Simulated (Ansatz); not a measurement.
```yaml
crystal:
  periodic: [false, false, false]
  atoms:
    - {symbol: O, position_ang: [-0.968902, -0.026796, -1.203924]}
    - {symbol: B, position_ang: [-0.449792, 0.019936, -0.519141]}
    - {symbol: O, position_ang: [0.212319, -0.557039, -0.506505]}
    - {symbol: Si, position_ang: [0.866342, -0.922491, 0.283946]}
    - {symbol: Al, position_ang: [-0.573437, 1.108884, 0.367326]}
    - {symbol: F, position_ang: [0.019739, 0.930140, 1.166932]}
    - {symbol: H, position_ang: [-1.432939, 0.385527, -1.253647]}
    - {symbol: H, position_ang: [1.284562, -1.768599, -0.053982]}
    - {symbol: H, position_ang: [0.555319, -1.124216, 1.024795]}
    - {symbol: H, position_ang: [1.687228, -0.141461, 0.335246]}
    - {symbol: H, position_ang: [-1.417501, 1.930919, 0.339520]}
basis:
  gaussian: {orbitals: aug-cc-pVTZ}
hamiltonian: {xc: {name: PBE0}}
```

```sh
$ ansatz run in.yaml --threads 4 --pin off --events-out ev --progress --plain --max-ram 10444MiB
```

It prints (some lines left out):

```
Functional definition: PBE0
1913 factors; their error is unknown
mean field evaluation 1: about -21885.8467 eV, gradient 1.6e2 eV
mean field evaluation 2: about -21704.7459 eV, gradient 3.0e2 eV
mean field evaluation 4: about -21918.1140 eV, gradient 2.3e1 eV
mean field evaluation 8: about -21918.7576 eV, gradient 8.7e-2 eV
mean field evaluation 16: about -21918.8289 eV, gradient 1.3e-4 eV
mean field -21918.82888930 eV, -805.5021045660 hartree, gradient 4.8e-5 eV, S^2 0.000000; 0 other end points of the search recorded, 0 dependent functions left out
reference -21918.82894254 eV, -805.5021065224 hartree; 31, 31 occupied and 368, 368 virtual orbitals, 1913 factors
Total energy: -21918.82894254 eV, -805.5021065224 hartree
```

**Question.** Something in this input is off. What?

**Answer.** The geometry is squeezed to about two thirds of its size. The run converged. The result belongs to that input, not to the molecule as meant.
